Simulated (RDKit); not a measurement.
RDKit input (UFF):

```python
from rdkit import Chem
from rdkit.Chem import AllChem, rdDetermineBonds

mol = Chem.MolFromXYZFile('mol.xyz')
rdDetermineBonds.DetermineBonds(mol, charge=1)
print('SMILES', Chem.MolToSmiles(Chem.RemoveHs(mol)))
ff = AllChem.UFFGetMoleculeForceField(mol)
e0 = ff.CalcEnergy()
flag = ff.Minimize(maxIts=5000, forceTol=1e-5)
print(f'energy {e0:.4f} -> {ff.CalcEnergy():.4f} kcal/mol, converged: {flag == 0}')
print(Chem.MolToXYZBlock(mol))
```
mol.xyz:
```
14

N      1.81160900    -0.28985500     0.03908800
Ge     0.05294600     0.08203600     0.14480600
N     -0.92726700    -0.83176900     1.34751900
N     -0.47920600     1.74935200    -0.27856900
N     -0.56818800    -0.88036500    -1.55398100
H      2.40511200     0.32245000    -0.50391600
H      2.27288500    -0.56986000     0.89343800
H     -0.55559100    -1.69444500     1.72123200
H     -1.38060200    -0.29372000     2.07283500
H     -1.42863600     2.02412500    -0.06620600
H      0.16465600     2.50123100    -0.07556500
H     -1.45823700    -1.35142000    -1.39422300
H     -0.68947300    -0.21647900    -2.31827800
H      0.11698400    -1.57856300    -1.84149500
```

Output:

```
SMILES [NH2][Ge]([NH2])([NH2])[NH3+]
energy 53.1329 -> -1.0524 kcal/mol, converged: True
14

N      1.830214    0.056482   -0.081603
Ge    -0.031069   -0.048388   -0.085328
N     -0.603454   -0.999457    1.412414
N     -0.750987    1.670714   -0.043008
N     -0.600484   -0.921960   -1.630295
H      2.099362    0.640978   -0.904156
H      2.098738    0.595412    0.771714
H     -0.133823   -1.931442    1.373437
H     -0.219771   -0.503461    2.247563
H     -1.788199    1.560363    0.008802
H     -0.448327    2.100706    0.859324
H     -1.643165   -0.981015   -1.625645
H     -0.280299   -0.383417   -2.465845
H     -0.191743   -1.882796   -1.650688
```

The dipole moment of an ion depends on the origin.

The geometry given is a B3LYP-D3(BJ)/def2-TZVP minimum.
